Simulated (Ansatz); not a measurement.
Born–Oppenheimer molecular dynamics of AgF (2 atoms, charge 0, multiplicity 1). It starts from a relaxed structure.

Computed with Ansatz, UKS B3LYP-D4/def2-SVP.

```
ensemble                      : NVE (velocity Verlet)
time step                     : 2 fs
steps asked                   : 244
starting velocities drawn for : 3000 K
seed                          : 393853
```

Frames 20 fs apart, positions in Å.

Velocities at 120.0 fs (Å/ps):

```
F 5.22 -1.88 2.62
Ag -0.92 0.33 -0.46
```

```xyz
2
Properties=species:S:1:pos:R:3 time_fs=120.0 energy_less_start_eV=0.087 T=1011
F 0.789 -0.309 0.390
Ag -0.816 0.269 -0.414
2
Properties=species:S:1:pos:R:3 time_fs=140.0 energy_less_start_eV=0.094 T=850
F 0.942 -0.364 0.467
Ag -0.843 0.278 -0.428
2
Properties=species:S:1:pos:R:3 time_fs=160.0 energy_less_start_eV=0.029 T=2335
F 0.902 -0.349 0.447
Ag -0.836 0.276 -0.424
2
Properties=species:S:1:pos:R:3 time_fs=180.0 energy_less_start_eV=0.129 T=30
F 0.775 -0.304 0.383
Ag -0.813 0.268 -0.413
2
Properties=species:S:1:pos:R:3 time_fs=200.0 energy_less_start_eV=0.046 T=1936
F 0.915 -0.354 0.453
Ag -0.838 0.277 -0.425
2
Properties=species:S:1:pos:R:3 time_fs=220.0 energy_less_start_eV=0.076 T=1245
F 0.933 -0.360 0.462
Ag -0.841 0.278 -0.427
2
Properties=species:S:1:pos:R:3 time_fs=240.0 energy_less_start_eV=0.109 T=508
F 0.781 -0.306 0.386
Ag -0.814 0.268 -0.413
2
Properties=species:S:1:pos:R:3 time_fs=260.0 energy_less_start_eV=0.007 T=2832
F 0.879 -0.341 0.435
Ag -0.832 0.275 -0.422
2
Properties=species:S:1:pos:R:3 time_fs=280.0 energy_less_start_eV=0.116 T=334
F 0.952 -0.367 0.472
Ag -0.845 0.279 -0.428
2
Properties=species:S:1:pos:R:3 time_fs=300.0 energy_less_start_eV=0.047 T=1926
F 0.806 -0.315 0.399
Ag -0.819 0.270 -0.416
2
Properties=species:S:1:pos:R:3 time_fs=320.0 energy_less_start_eV=0.005 T=2888
F 0.840 -0.327 0.416
Ag -0.825 0.272 -0.419
2
Properties=species:S:1:pos:R:3 time_fs=340.0 energy_less_start_eV=0.130 T=0
F 0.959 -0.370 0.475
Ag -0.846 0.280 -0.429
```

Of the whole run (488 fs, mean temperature of the second half 1489 K): The conserved energy stayed within 0.75 meV per atom of its start (net change -0.02 meV per atom), so the integration is sound. The temperature averaged 0.50 of the 3000 K drawn at the start: a run that starts near a minimum puts about half its kinetic energy into the potential. A run of 0.49 ps of so small a system gives no equilibrium averages.

Run time: 25 min on 1 thread of Intel(R) Xeon(R) Processor @ 2.50GHz (Skylake/Cascade Lake), with other jobs on the host, peak memory 0.12 GiB.
